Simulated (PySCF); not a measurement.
A small calculation by hand: refractive index and permittivity of the vapour

C₃H₈ClFSi, SMILES CCC[Si@H](F)Cl.

The structure is a stationary point at PBE0-D3(BJ)/def2-SVP. The structure was generated by enumeration; whether it is a known compound was not checked. One conformer was computed; it need not be the lowest.

M06-2X/def2-TZVP in PySCF gives a mean static polarisability of 71.3 bohr³ and a dipole moment of 2.41 D. Take an ideal gas at 298.15 K and 0.1 bar, whether or not the substance is that volatile.

Task: Work out n − 1 in the optical limit and the static ε − 1.

Result: 
Polarisability volume α' = 71.3 × 0.148185 = 10.57 Å³. Number density N = p/kT = 2.43e-6 Å⁻³.
Dilute limit of Lorentz–Lorenz: n − 1 = 2π N α' = 0.00016.
Orientation term of Debye: μ²/(3kT) = 8.098 Å³ × μ²(D²) = 47.03 Å³.
ε − 1 = 4π N (α' + μ²/3kT) = 0.0018. Orientation of the dipole supplies 82 % of the static response; it can't follow optical fields. Vibrational polarisation and dispersion are left out.
